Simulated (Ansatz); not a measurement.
```xyz
15

C    -1.5827    0.7123    1.3957
Al   -0.0660    0.2959    0.2265
Si    0.3480    1.3327   -1.9578
C     1.3206   -0.9402    0.8397
N     0.2543   -1.6756    0.0390
H    -1.6683    0.0015    2.2237
H    -2.5316    0.7083    0.8513
H    -1.4752    1.7079    1.8381
H     1.2275    0.4618   -2.8019
H    -0.8823    1.5773   -2.7705
H     1.0489    2.6494   -1.8696
H     1.3475   -1.3135    1.8610
H     2.2966   -1.0496    0.3744
H     0.6022   -2.0861   -0.8162
H    -0.2395   -2.3821    0.5665
```

Charge 0, multiplicity 1. The bonds changed during the relaxation, so this is another structure than the one it started from.

Problem. List the PBE/def2-TZVPP orbital energies in eV (the Gaussian-basis code of Ansatz). (Best estimate.)

Solution. The calculation gave: Occupied: -1778.63, -1505.51, -381.75, -269.08, -267.86, -136.42, -105.81, -93.15, -93.15, -93.11, -67.86, -67.73, -67.68, -23.01, -16.38, -16.22, -13.41, -12.51, -12.08, -9.46, -9.30, -9.16, -9.13, -7.81, -7.76, -7.21, -5.85, -5.51. Lowest empty: -0.88, -0.31, -0.14, 0.54, 0.65, 1.08, 1.37, 1.44.
